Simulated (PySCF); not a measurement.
Homolysis of single bonds, series In NH2-H. Isolated molecules, 0 K electronic values unless said otherwise. One relaxed conformer stands for each flexible species; it need not be the lowest. Strings in code marks are SMILES.

The numbers are results of PySCF with PBE-D3(BJ)/def2-TZVP // CAM-B3LYP-D3(BJ)/def2-TZVP, not measurements. 

| species | HOMO–LUMO gap (eV) | LUMO (eV) |
|---|---|---|
| whole molecule (`[NH2][InH][NH2]`) | 4.16 | (withheld) |
| radical fragment (`[NH2][InH]`) | – | – |
| whole molecule (`[NH2][InH2]`) | 3.90 | -1.76 |
| radical fragment (`[InH2]`) | – | – |
| whole molecule (`[InH3]`) | 4.36 | -2.64 |

Problem. Some entries are withheld; supply them.

Solution. 
- whole molecule (`[NH2][InH][NH2]`), LUMO (eV): -1.03
